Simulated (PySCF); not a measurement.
# CuF + HF → CuH + F₂

Level: B3LYP in the def2-TZVP basis family, all electrons, no relativity, computed in PySCF with density fitting; open shells unrestricted.

```
species         state and structure       E (Eh)  ZPE (kJ/mol)  H(298 K) − H(0) (kJ/mol)  S° (J/(mol K))
    CuF  singlet, C∞v, Cu–F 1.771 Å  -1740.45570           3.5                       9.1           226.8
     HF   singlet, C∞v, H–F 0.924 Å   -100.49049          24.4                       8.7           173.7
    CuH  singlet, C∞v, Cu–H 1.483 Å  -1641.14247          11.1                       8.7           196.4
     F₂   singlet, D∞h, F–F 1.396 Å   -199.59957           6.3                       8.8           202.2
```

(1) What is the electronic reaction energy?

(2) Add zero-point, thermal and entropy terms for 298.15 K and 1 bar.

Answers

(1) At B3LYP/def2-TZVP, ΔE = 536.0 kJ/mol from the differences of the total energies times 2625.5, uphill. 

(2) ΔZPE = -10.5 and Δ[H(298) − H(0)] = -0.3 kJ/mol give ΔH° = 525.2 kJ/mol. ΔS° = -1.9 J/(mol K), so ΔG° = 525.2 − 298.15 × (-0.0019) = 526 kJ/mol.

Each species is the lowest minimum found with this bonding; other isomers or fragments can lie lower.
